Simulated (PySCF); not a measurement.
# Dipole moment and polarisability of `[SiH3]O[C@H]1C=C[CH2][GeH2]1`

Compound: C4H10GeOSi.
SMILES with atom numbers: `[SiH3:1][O:2][C@H:3]1[CH:4]=[CH:5][CH2:6][GeH2:7]1` (hydrogens: H8, H9, H10 on Si1; H11 on C3; H12 on C4; H13 on C5; H14, H15 on C6; H16, H17 on Ge7)

Structure used (PBE0-D3(BJ)/def2-SVP), in Å, numbered top down from 1:
```
atom  x, y, z in Å
Si1    2.8485   -0.7818   -0.3486
O2     1.4157   -0.5485    0.4703
C3     0.4437    0.4248    0.1269
C4    -0.3756    0.0316   -1.0732
C5    -1.7089   -0.0814   -0.9829
C6    -2.4250    0.1990    0.3083
Ge7   -0.9394    0.5761    1.5472
H8     2.6443   -1.4259   -1.6839
H9     3.6839   -1.6686    0.5049
H10    3.5316    0.5336   -0.5674
H11    0.9388    1.4003   -0.0517
H12    0.1391   -0.1745   -2.0201
H13   -2.2943   -0.3783   -1.8616
H14   -3.0933    1.0713    0.2145
H15   -3.0595   -0.6484    0.6144
H16   -1.0260    1.9792    2.1775
H17   -0.7490   -0.4876    2.6392
```

Level: CAM-B3LYP/def2-SVPD (PySCF), static field, nuclei fixed, core orbitals frozen in the response. The polarisability tensor in these axes (au):

```
x   124.67  -5.28  -3.57
y    -5.28  88.78   5.79
z    -3.57   5.79 104.29
```

What are the eigenvalues, a third of the trace, and Δα (Δα² = ½Σ(αi − αj)² over the three pairs)?

Principal values 86.45, 104.97 and 126.32 au; mean 105.91 au = 15.69 Å³ = 17.46 × 10⁻⁴⁰ C²·m²/J; Δα = 34.55 au (33 % of the mean).

What is the dipole moment, and where does it point?

(-0.81, 0.63, -0.76) D, 1.27 D in size, pointing from the negative to the positive side. Measured along this direction, the outermost atoms are H9 at the negative end and H13 and H14 at the positive end.

What depolarisation ratio follows for Rayleigh scattering of linearly polarised light, taking the static tensor?

ρ = 3Δα²/(45ᾱ² + 4Δα²) = 3582.1/(504767 + 4776.2) = 0.00703.

In TDDFT the mean static polarisability is Σ f/ω² over all singlet excitations (ω in hartree). How much of it do the 10 lowest give? Their energies (eV) and oscillator strengths: 6.30, 0.0202; 6.82, 0.0156; 6.93, 0.1124; 7.05, 0.0187; 7.14, 0.0260; 7.37, 0.0192; 7.50, 0.0780; 7.64, 0.0114; 7.73, 0.0081; 7.77, 0.0056.

They add up to 4.61 au, 4.4 % of the 105.91 au; the largest single term is 1.73 au, from the state at 6.93 eV. Terms in order: 0.38, 0.25, 1.73, 0.28, 0.38, 0.26, 1.03, 0.14, 0.10, 0.07 au. Higher excitations give the rest. The strengths listed sum to 0.315.

Find the Langevin capture rate constant for H3O+ (19.018 u) meeting this molecule (175.971 u), k = 2.342 × 10⁻⁹ cm³/s × √(α in Å³ / reduced mass in u).

The reduced mass is 17.16 u, so k = 2.24 × 10⁻⁹ cm³/s. The formula leaves out the permanent dipole, which adds to the capture rate.

Refractivity n − 1 of an ideal gas of it at 400 K and 1 atm, from the electronic α?

N = p/kT = 1.8347 × 10¹⁹ cm⁻³, so n − 1 = 2π × N × 15.69 × 10⁻²⁴ cm³ = 1809 × 10⁻⁶ at long wavelengths, for an ideal gas.

What are the principal values of the traceless quadrupole moment, Θ = ½Σq(3rr − r²1), about the centre of nuclear charge?

-3.48, -0.72, 4.20 D·Å. The values depend on the origin, since the dipole doesn't vanish. The electronic extent ⟨r²⟩ about the same centre is 1596 bohr², a root-mean-square distance of 2.25 Å for the 88 electrons.

Isolated species at its PBE0-D3(BJ)/def2-SVP geometry (one conformer only). The calculation is non-relativistic, for germanium too.

The run behind these numbers computed excited states and ΔSCF ions as well. Hardware: one thread, Arm Neoverse N1 (aarch64), no GPU, on a shared host. Cost: 11 min, 1.4 GiB resident at most.
